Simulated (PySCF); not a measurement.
Electron correlation in P⁺ (phosphorus, charge +1)

Starting occupation: [Ne] 3s2 3p2, 3p1/2 with m_j = -1/2, +1/2. All numbers are calculated (PySCF 2.14, X2C-1e with screened-nucleus spin-orbit coupling, Gaussian nucleus, in x2c-QZVPPall-2c (9s7p4d2f1g, 73 functions)). Frozen: [Ne]; 4 electrons correlated; the 4 highest virtual spinors left out.

MP2 pair energies summed by pair of shells (mhartree):

```tsv
pair	energy	share (%)
3p-3s	-45.56	64.4
3s-3s	-18.42	26.0
3p-3p	-6.80	9.6
```

Total MP2 correlation energy: -70.78 mhartree.

The GHF reference relaxed away from the jj start to a determinant that is no pure jj level (⟨S²⟩ = 2.00, ⟨J²⟩ = 1.90); the energies belong to that determinant.
